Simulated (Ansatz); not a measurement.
The cluster Ge2S4⁻. Total charge -1; doublet. Geometry PBE-D4/def2-SVPD; atoms count from 1.

```tsv
atom	x (Å)	y (Å)	z (Å)
Ge1	-0.414	-0.537	1.207
Ge2	1.975	0.972	-1.230
S3	0.995	1.385	0.709
S4	-2.107	-0.175	2.463
S5	-1.106	-0.965	-1.016
S6	0.657	-0.680	-2.132
```

The structure comes from a short search, and lower isomers may exist.

**Question.** Estimate the Mulliken populations from the PBE0/def2-TZVPD orbitals of Ansatz.

**Answer.** 
```
atom  charge (e)  spin (α − β)
 Ge1        0.44          0.44
 Ge2        0.30         -0.01
  S3       -0.48          0.11
  S4       -0.64          0.30
  S5       -0.28          0.13
  S6       -0.34          0.03
```
Mulliken values depend strongly on the basis. With diffuse functions, as here, like atoms can get unlike values, and bond orders can come out too low or too high.

**Question.** Where does the spin sit?

**Answer.** Summed by element: Ge 0.43, S 0.57, of 1 unpaired in all. Largest on single atoms: Ge1 0.44, S4 0.30, S5 0.13.

**Question.** And the Mayer bond orders between heavy atoms (over 0.3)?

**Answer.** Ge1–S3 0.65 (2.43 Å); Ge1–S4 1.59 (2.14 Å); Ge1–S5 0.79 (2.37 Å); Ge2–S3 1.25 (2.21 Å); Ge2–S6 1.06 (2.30 Å); S5–S6 0.98 (2.11 Å).
